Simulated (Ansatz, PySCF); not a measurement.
Lewis adduct: AlH3 (SMILES [AlH3]) (first 4 atoms) with H2S (SMILES S); geometry from B3LYP-D3(BJ)/def2-TZVP, rigid monomers moved along the line of their centres of mass till Al1···S5 is 2.32 Å.
(charge 0, multiplicity 1):
```xyz
7

Al    -0.252    -0.126     0.492
H     -1.002    -1.493     0.800
H     -1.117     1.197     0.339
H      1.197    -0.184    -0.156
S      0.497     0.359     2.632
H      1.003    -0.849     2.934
H     -0.650     0.124     3.293
```

Counterpoise-corrected where a basis set is named; no monomer relaxation.

Correlated levels freeze the cores. CBS: X⁻³ extrapolation of the correlation energy, Hartree–Fock from the larger set.

The values were computed with Ansatz (Gaussian basis) for Hartree–Fock, density functionals and correlated methods; PySCF for the dispersion terms. Values without a source in brackets are computed.

PBE/def2-TZVPPD gives -52.7 kJ/mol for the interaction energy.

Problem. How do the other levels lie against it? Give each less PBE: PBE-D3(BJ)/def2-TZVPPD, r2SCAN/def2-TZVPPD, PBE0/def2-TZVPPD, wB97M-V/def2-TZVPPD, MP2/CBS(aug-cc-pV(D+d)Z, aug-cc-pV(T+d)Z), CCSD(T)/CBS(aug-cc-pV(D+d)Z, aug-cc-pV(T+d)Z).

Solution. PBE-D3(BJ)/def2-TZVPPD -6.5; r2SCAN/def2-TZVPPD -7.3; PBE0/def2-TZVPPD -2.5; wB97M-V/def2-TZVPPD 1.6; MP2/CBS(aug-cc-pV(D+d)Z, aug-cc-pV(T+d)Z) 2.1; CCSD(T)/CBS(aug-cc-pV(D+d)Z, aug-cc-pV(T+d)Z) 3.2 kJ/mol. 3 of 6 lie above PBE; the widest gap is to r2SCAN/def2-TZVPPD.

Ansatz is a program for electronic structure.
